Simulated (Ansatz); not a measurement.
Reaction (substitution at a C–Sn bond): `[SiH3]/N=[CH]\[SnH3]` + H–F → `F/C=N/[SiH3]` + `[SnH4]`

Isolated molecules relaxed with PBE0-D4/def2-TZVP in Ansatz; ΔE leaves out vibrations. CCSD(T)/CBS adds triple-zeta CCSD(T) − MP2 to the extrapolated MP2 energy (def2 sets, frozen cores). This one scheme is used for every species. Double bonds are as drawn, so ΔE can hold a change between cis and trans. DFT in def2-TZVPP. def2 core potentials past Kr. For Sn outer-core shells are correlated without core-valence functions, which leaves a few kJ/mol of doubt a bond.

```json
{"level": "B2PLYP", "ΔE (kcal/mol)": "-5.3"}
{"level": "SCS-MP2/def2-QZVPP", "ΔE (kcal/mol)": "-1.2"}
```

**Question.** What does CCSD(T)/CBS give? (An estimate is asked.)

**Answer.** Computed: 0.0 kcal/mol. The listed levels differ from it by -5.3, -1.2 kcal/mol.

Largest T1 diagnostic among the species: 0.015.

In def2-TZVPP, CCSD(T) changes the Hartree–Fock value by +8.1 kcal/mol (the triples alone add +1.0 kcal/mol) and MP2 by +9.6 kcal/mol. The D4 term adds +3.0 kcal/mol with B3LYP and +1.7 kcal/mol with PBE0; it sums over pairs of atoms, weighted by their polarisabilities, and B3LYP, whose exchange is more repulsive, gets the larger term.

B3LYP here is the variant with VWN-RPA as its local correlation; programs differ in this.
